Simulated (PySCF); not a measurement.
PBE on Pb⁻ (lead, charge -1), [Xe] 4f14 5d10 6s2 6p3, high-spin 4S determinant. Calculation: PySCF 2.14, in aug-cc-pwCVTZ-DK3 with one added diffuse shell each of s, d, f type (12s10p9d6f1g, 138 functions); the spin-free X2C one-electron Hamiltonian (Gaussian nucleus).

```
cycle= 1 E= -20884.1993183708  delta_E= -0.0275  |g|= 0.248  |ddm|= 1.11
cycle= 2 E= -20884.1982975008  delta_E= 0.00102  |g|= 0.231  |ddm|= 0.293
cycle= 3 E= -20884.2022361104  delta_E= -0.00394  |g|= 0.035  |ddm|= 0.144
cycle= 4 E= -20884.2025712217  delta_E= -0.000335  |g|= 0.00439  |ddm|= 0.0565
cycle= 5 E= -20884.2025907715  delta_E= -1.95e-05  |g|= 0.00064  |ddm|= 0.0166
cycle= 6 E= -20884.20259134  delta_E= -5.69e-07  |g|= 2.3e-05  |ddm|= 0.00322
cycle= 7 E= -20884.2025913412  delta_E= -1.15e-09  |g|= 2.59e-06  |ddm|= 0.000214
cycle= 8 E= -20884.2025913412  delta_E= -4e-11  |g|= 6.07e-08  |ddm|= 1.89e-05
converged SCF energy = -20884.2025913412  <S^2> = 3.7514138  2S+1 = 4.0007068
```

Highest occupied orbital energy: 0.987 eV; ⟨L²⟩ = 0.00; populations by l: s 12.00, p 27.00, d 30.00, f 14.00.

Task: Can this result be used?

Result: With care. The run converged. Spin-orbit coupling, which splits the p, d and f shells strongly at this Z, is absent. Spin-orbit coupling is strong in this species (close to jj coupling), so the high-spin LS determinant is a model state, not a physical level. At PBE the highest occupied level has a positive energy, so only the finite basis holds that electron; in a semilocal or global hybrid functional this comes from self-interaction and does not mean that the real anion is unbound.
